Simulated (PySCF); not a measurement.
Mo(O)(S)(F)(NH2) (FH2MoNOS), SMILES [O]=[Mo]([NH2])(=[S])[F], multiplicity 1. Geometry: B3LYP-D3(BJ)/def2-SVP. The spin state was assumed, not searched. The structure was generated by enumeration; whether it is a known compound was not checked. The def2 effective core potentials stand for the cores of Mo; spin–orbit coupling is left out. One conformer was computed; it need not be the lowest.

Computed equilibrium geometry at B3LYP-D3(BJ)/def2-SVP (PySCF confirms it by a frequency run) as bond lengths and angles (one conformer of several):
Atoms: Mo1 O2 S3 F4 N5 H6 H7. Bonded distances (Å): Mo1–O2 1.679, Mo1–S3 2.128, Mo1–F4 1.860, Mo1–N5 1.917, N5–H6 1.020, N5–H7 1.019. Angles (°): O2–Mo1–S3 110.9, O2–Mo1–F4 110.7, O2–Mo1–N5 107.3, S3–Mo1–F4 110.0, S3–Mo1–N5 107.7, F4–Mo1–N5 110.1, Mo1–N5–H6 122.3, Mo1–N5–H7 125.1, H6–N5–H7 111.5.
